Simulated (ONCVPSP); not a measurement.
## LDA (Perdew-Wang 92) ONCV dataset for Be, scalar-relativistic all-electron reference.

```json
{"Element": "beryllium", "Generator": "ONCVPSP 4.0.1", "Type": "optimised norm-conserving Vanderbilt (ONCV)", "Functional": "LDA (Perdew-Wang 92)", "Relativity": "scalar-relativistic", "Frozen core": "[He]", "Valence charge": "2", "Reference configuration": "2s2", "Partial waves": "2s: rc 2.20 bohr, ncon 4, nbas 7, qcut 3.5 1/bohr, 2 projectors, debl 0.8 Ha; p scattering state at 0.23 Ha: rc 2.15 bohr, ncon 5, nbas 8, qcut 4.6 1/bohr, 2 projectors, debl 0.8 Ha; d scattering state at 0.14 Ha: rc 2.25 bohr, ncon 5, nbas 8, qcut 4.2 1/bohr, 2 projectors, debl 1.8 Ha", "Local potential": "polynomial inside 2.10 bohr (lpopt 5, dvloc0 3 Ha)", "Core correction": "Teter function, fcfact 3.25, rcfact 1.25"}
```

In the p channel the program set the typed energies aside and used 0.050, 0.850 Ha.

* Cutoffs needed: 4.7 Ha and 8.0 Ha (the cutoffs (Ha) at which the residual kinetic energy of the hardest occupied pseudo-wave falls to 1 and 0.1 mHa per electron)
* Ghost test: no bound ghost flagged; no localised positive-energy state flagged
* Largest excitation error: +7.7 meV (all-electron minus pseudo) for 2s1, out of 4 test configurations
* rms error of d²Exc/dni dnj: 2.67 mHa without and 1.17 mHa with the model core
